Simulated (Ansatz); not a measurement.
# Abstraction of Br: SiH2(CH3)Br + GeH2Br → SiH2(CH3) + GeH2Br2

Species: SiH2(CH3)Br, singlet; GeH2Br `[GeH2][Br]`, doublet; SiH2(CH3), doublet; GeH2Br2 `[Br][GeH2][Br]`, singlet. A radical takes Br: the energy is the difference in strength between the Si–Br bond broken and the Ge–Br bond made.

Shapes, held fixed at every level: PBE0-D4/def2-TZVP. Programs: Ansatz 0.2.0. The zero-point and thermal change to 298 K, harmonic and unscaled (PBE0-D4/def2-TZVP), is -0.9 kJ/mol.

Estimate ΔH(298 K) of this reaction.

The highest level, CCSD(T)/def2-TZVPP, gives ΔH(298 K) = +50.6 kJ/mol; the levels span +46.9 to +56.9. The column of differences is taken from that level and isn't an error. No measured value is set beside it here. Open shells run unrestricted unless RO is named. Relativity is left out for Br, Ge unless named. Correlated rows may include outer-core shells of Br, Ge, which these sets cover unevenly. Times are processor times on shared x86 and Arm servers, and rough.

```tsv
level	kind	ΔH(298 K) (kJ/mol)	less CCSD(T)/def2-TZVPP	CPU time (sum over the molecules)
PBE-D4/def2-TZVPP	GGA	+52.9	+2.3	18 s
B3LYP-D4/def2-TZVPP	global hybrid	+56.9	+6.3	29 s
BHLYP-D4/def2-TZVPP	global hybrid	+56.8	+6.2	23 s
PBE0-D4/def2-TZVPP	global hybrid	+52.7	+2.1	22 s
B2PLYP/def2-TZVPP	double hybrid	+55.9	+5.3	35 s
CCSD/def2-SVP	coupled cluster or CI	+46.9	-3.7	–
CCSD(T)/def2-TZVPP	coupled cluster or CI	+50.6	0.0	3.8 min
```
